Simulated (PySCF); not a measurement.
Molfile (atoms numbered from 1):
```
C5H18Si4
     RDKit          3D

 27 26  0  0  0  0  0  0  0  0999 V2000
    3.4824   -1.6429    0.2760 C   0  0  0  0  0  0  0  0  0  0  0  0
    2.2441   -1.6550   -0.2322 C   0  0  0  0  0  0  0  0  0  0  0  0
    1.5656   -0.3293   -1.3688 Si  0  0  0  0  0  4  0  0  0  0  0  0
    0.0769    0.9869   -0.1159 Si  0  0  0  0  0  4  0  0  0  0  0  0
   -1.0188    2.5141   -1.5172 Si  0  0  0  0  0  4  0  0  0  0  0  0
    1.3806    2.1823    1.4198 Si  0  0  0  0  0  4  0  0  0  0  0  0
   -1.1687   -0.1474    0.7731 C   0  0  0  0  0  0  0  0  0  0  0  0
   -2.0132   -1.0010   -0.1716 C   0  0  0  0  0  0  0  0  0  0  0  0
   -2.9845   -1.9197    0.5538 C   0  0  0  0  0  0  0  0  0  0  0  0
    4.2066   -0.8626    0.0152 H   0  0  0  0  0  0  0  0  0  0  0  0
    3.8321   -2.4119    0.9736 H   0  0  0  0  0  0  0  0  0  0  0  0
    1.5693   -2.4661    0.0741 H   0  0  0  0  0  0  0  0  0  0  0  0
    0.8700   -0.9508   -2.5412 H   0  0  0  0  0  0  0  0  0  0  0  0
    2.6952    0.5148   -1.8717 H   0  0  0  0  0  0  0  0  0  0  0  0
   -0.0301    3.4725   -2.1030 H   0  0  0  0  0  0  0  0  0  0  0  0
   -2.0389    3.2978   -0.7496 H   0  0  0  0  0  0  0  0  0  0  0  0
   -1.7180    1.8165   -2.6424 H   0  0  0  0  0  0  0  0  0  0  0  0
    2.1507    1.2466    2.2989 H   0  0  0  0  0  0  0  0  0  0  0  0
    0.5315    3.0537    2.2929 H   0  0  0  0  0  0  0  0  0  0  0  0
    2.3531    3.0524    0.6872 H   0  0  0  0  0  0  0  0  0  0  0  0
   -0.5954   -0.7914    1.4639 H   0  0  0  0  0  0  0  0  0  0  0  0
   -1.8171    0.4807    1.4092 H   0  0  0  0  0  0  0  0  0  0  0  0
   -1.3497   -1.6036   -0.8174 H   0  0  0  0  0  0  0  0  0  0  0  0
   -2.5716   -0.3445   -0.8619 H   0  0  0  0  0  0  0  0  0  0  0  0
   -3.5803   -2.5176   -0.1529 H   0  0  0  0  0  0  0  0  0  0  0  0
   -3.6853   -1.3437    1.1789 H   0  0  0  0  0  0  0  0  0  0  0  0
   -2.4503   -2.6189    1.2171 H   0  0  0  0  0  0  0  0  0  0  0  0
  1  2  2  0
  2  3  1  0
  3  4  1  0
  4  5  1  0
  4  6  1  0
  4  7  1  0
  7  8  1  0
  8  9  1  0
  1 10  1  0
  1 11  1  0
  2 12  1  0
  3 13  1  0
  3 14  1  0
  5 15  1  0
  5 16  1  0
  5 17  1  0
  6 18  1  0
  6 19  1  0
  6 20  1  0
  7 21  1  0
  7 22  1  0
  8 23  1  0
  8 24  1  0
  9 25  1  0
  9 26  1  0
  9 27  1  0
M  END
```

Geometry: PBE0-D3(BJ)/def2-SVP; GIAO shifts from PySCF 2.14, gas phase, non-relativistic, averaged over equivalent atoms.

At PBE0/pcSseg-1 (271 basis functions, 2.6 min wall time on 1 thread of an Arm Neoverse N1, shared host):
```
                  atoms  δ (ppm)
                     C1    145.4
                     C2    137.7
                     C8     25.5
                     C9     20.4
                     C7     12.9
                    Si3    -63.9
                    Si4    -88.8
                Si5/Si6   -104.7
                    H11     6.35
                    H12     6.28
                    H10     6.25
                H13/H14     4.32
H15/H16/H17/H18/H19/H20     3.58
                H23/H24     1.38
            H25/H26/H27     1.10
                H21/H22     0.70
```

δ = σ(ref) − σ, references computed at the same level: 13C (σ = 184.41 ppm), 29Si (σ = 351.99 ppm), 1H (σ = 31.27 ppm) against TMS.

Task: Estimate the result of repeating the calculation with CAM-B3LYP/pcSseg-1.

Result: 
| atoms | δ at CAM-B3LYP/pcSseg-1 | change |
| --- | --- | --- |
| C1 | 147.4 | +2.0 |
| C2 | 141.4 | +3.7 |
| C8 | 24.9 | -0.6 |
| C9 | 20.2 | -0.2 |
| C7 | 12.5 | -0.4 |
| Si3 | -63.4 | +0.5 |
| Si4 | -82.4 | +6.4 |
| Si5/Si6 | -105.4 | -0.7 |
| H11 | 6.25 | -0.10 |
| H12 | 6.22 | -0.06 |
| H10 | 6.19 | -0.06 |
| H13/H14 | 4.17 | -0.15 |
| H15/H16/H17/H18/H19/H20 | 3.46 | -0.12 |
| H23/H24 | 1.34 | -0.04 |
| H25/H26/H27 | 1.11 | +0.01 |
| H21/H22 | 0.61 | -0.09 |

Referencing at the same level of theory: TMS for 13C (σ = 182.45 ppm), 29Si (σ = 343.41 ppm), 1H (σ = 31.33 ppm).

The largest change is at Si4 (silicon bonded to C, 3 Si). Cost: 271 basis functions, 3.4 min wall time on 1 thread of an Arm Neoverse N1, shared host. The order of the carbon signals is the same at both levels.
